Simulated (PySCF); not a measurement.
pent-1-en-4-yne (C5H6), SMILES C#CCC=C. Geometry optimised at PBE-D3(BJ)/def2-SVP. One conformer was computed; it need not be the lowest.

The numbers are results of PySCF with PBE-D3(BJ)/def2-SVP, not measurements.

Harmonic wavenumbers (cm⁻¹): 83, 180, 329, 394, 460, 625, 637, 653, 862, 893, 905, 975, 990, 1084, 1183, 1246, 1270, 1370, 1379, 1675, 2168, 2940, 2999, 3069, 3090, 3170, 3409. Rotational constants (GHz): 18.89, 2.531, 2.409; symmetry number 1.

Q: Work out the zero-point energy and the ideal-gas rigid-rotor harmonic-oscillator thermochemistry at 298.15 K and 1 atm.

A: ZPE = ½ Σ hcν = ½ × 38036 cm⁻¹ = 54.38 kcal/mol. H − E(el) = 58.68 kcal/mol. Entropy in cal/(mol K): translation 38.48, rotation 25.44, vibration 11.19, total 75.12. G − E(el) = 36.28 kcal/mol. Cp = 22.55 cal/(mol K). Modes under 150 cm⁻¹ make the vibrational entropy uncertain.
